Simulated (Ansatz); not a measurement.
Calculated with Ansatz (gas phase, PBE0-D4/def2-TZVP geometries, no zero-point term in ΔE). CCSD(T)/CBS adds triple-zeta CCSD(T) − MP2 to the extrapolated MP2 energy (def2 sets, frozen cores). This one scheme is used for every species. DFT in def2-TZVPP. B3LYP here is the variant with VWN-RPA as its local correlation; programs differ in this. Each species was taken in one conformer, which may not be the lowest.

`N[SiH](F)[SiH2]F` + HCl → `N[SiH](F)Cl` + `F[SiH3]`  (cleavage of the Si–Si bond)

Problem. Is it downhill or uphill in electronic energy at CCSD(T)/CBS, and by how much? (Best estimate.)

Solution. Ansatz gave: Downhill: ΔE = -126.2 kJ/mol.

Problem. What do these levels give: ωB97M-V, B2PLYP, PBE, r2SCAN, B3LYP, HF/def2-TZVPP, MP2/def2-TZVPP, SCS-MP2/def2-TZVPP, CCSD(T)/def2-TZVPP, SCS-MP2/def2-QZVPP, HF/CBS(def2), CCSD/CBS(def2)? (An estimate is asked.)

Solution. The calculation gave: ωB97M-V -130.1, B2PLYP -128.9, PBE -109.0, r2SCAN -125.4, B3LYP -123.7, HF/def2-TZVPP -144.2, MP2/def2-TZVPP -135.8, SCS-MP2/def2-TZVPP -134.7, CCSD(T)/def2-TZVPP -125.0, SCS-MP2/def2-QZVPP -135.7, HF/CBS(def2) -145.1, CCSD/CBS(def2) -127.9 kJ/mol.

Largest T1 diagnostic among the species: 0.012.

The D4 term adds +3.2 kJ/mol with B3LYP and +2.1 kJ/mol with PBE0; it sums over pairs of atoms, weighted by their polarisabilities, and B3LYP, whose exchange is more repulsive, gets the larger term. In def2-TZVPP, CCSD(T) changes the Hartree–Fock value by +19.1 kJ/mol (the triples alone add +1.7 kJ/mol) and MP2 by +8.4 kJ/mol.
